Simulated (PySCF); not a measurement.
Si(CCH)(F)3 (C₂HF₃Si), SMILES C#C[Si](F)(F)F. Atoms are numbered in the order given.

```xyz
7

C      0.0000     0.0000     2.6911
C      0.0000     0.0000     1.4760
Si     0.0000     0.0000    -0.3232
F      1.2935    -0.7468    -0.8980
F      0.0000     1.4937    -0.8980
F     -1.2935    -0.7468    -0.8980
H      0.0000     0.0000     3.7670
```

Geometry optimised at B3LYP-D3(BJ)/def2-SVP.

These are B3LYP-D3(BJ)/def2-SVP (PySCF) values and carry that method's errors.

Frequencies are harmonic and unscaled.

Modes within 1.5 cm⁻¹ of each other (mostly degenerate sets) share a row, with their intensities summed.

| mode | ν (cm⁻¹) | IR (km/mol) | Raman (Å⁴/amu) | depolarisation | moving atoms (share of kinetic energy) |
|---|---|---|---|---|---|
| 1–2 | 135 | 1.2 | 13.6 | 0.75 | F 50 %, C 34 %, H 11 % |
| 3–4 | 277 | 1.5 | 3.5 | 0.75 | F 70 %, C 23 % |
| 5 | 351 | 64.8 | 2.3 | 0.60 | F 58 %, C 27 %, Si 14 % |
| 6–7 | 396 | 104.7 | 4.5 | 0.75 | C 47 %, F 35 %, Si 15 % |
| 8 | 644 | 53.4 | 6.2 | 0.03 | C 41 %, F 38 %, Si 18 % |
| 9–10 | 766 | 46.5 | 2.4 | 0.75 | H 75 %, C 25 % |
| 11 | 885 | 272.9 | 2.0 | 0.00 | F 52 %, Si 42 % |
| 12–13 | 997 | 381.5 | 1.8 | 0.75 | F 50 %, Si 50 % |
| 14 | 2175 | 92.6 | 80.9 | 0.26 | C 90 %, H 10 % |
| 15 | 3453 | 48.4 | 40.1 | 0.23 | H 85 %, C 15 % |
